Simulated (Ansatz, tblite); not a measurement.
Removing an electron: [WSF4]- (WSF4⁻). The state is a doublet with charge -1. Geometry: r2SCAN-D4/def2-SVPD. Ansatz, gas phase; energy differences of separate SCF runs; the oxidised species is a singlet (the triplet lies 2.85 eV higher at PBE0-D4/def2-TZVPD).

```csv
atom,x (Å),y (Å),z (Å)
W1,-0.067,-0.015,-0.018
S2,-2.105,-0.464,-0.568
F3,-0.018,1.632,0.991
F4,0.752,1.061,-1.399
F5,1.105,-1.392,-0.698
F6,0.333,-0.821,1.692
```

In the def2 sets W takes a core potential; there is no spin–orbit coupling. The xTB rows come from tblite. No other spin state of charge -1 was run.

| level | −HOMO (eV) | vertical IE (eV) | −LUMO (eV) | HOMO–LUMO gap (eV) | remarks |
| --- | --- | --- | --- | --- | --- |
| GFN2-xTB | – | 6.72 | – | – | – |
| PBE0-D4/def2-TZVPD | 1.07 | 2.97 | -2.36 | 3.43 | restricted SCF unstable in HF (singlet) |

Problem. Estimate the rows for GFN1-xTB, PBE-D4/def2-TZVPD.

Solution. 
```csv
level,−HOMO (eV),vertical IE (eV),−LUMO (eV),HOMO–LUMO gap (eV),remarks
GFN1-xTB,–,6.21,–,–,–
PBE-D4/def2-TZVPD,-0.80,2.36,-1.68,0.89,"HOMO above zero (-1 doublet), restricted SCF unstable in HF (singlet)"
```

Run but left out: HF/def2-SVPD, MP2/def2-SVPD, CCSD/def2-SVPD, CCSD(T)/def2-SVPD (neutral singlet: restricted singlet, unstable towards broken spin symmetry); B2PLYP/def2-TZVPD (neutral singlet: restricted singlet, unstable in another Hartree–Fock run and untested here).  A HOMO above zero means that the electron is unbound at that level or that self-interaction error raises the level; the energy of removing that electron tells which. HOMO and LUMO are the levels of the spin that leaves or enters (xTB has no such levels and no spin-polarisation term). Other spin states of the ions may lie lower, which would lower the ionisation energy or raise the affinity. Raw xTB energy differences between charge states are shifted by several eV; the methods need an empirical correction for them.
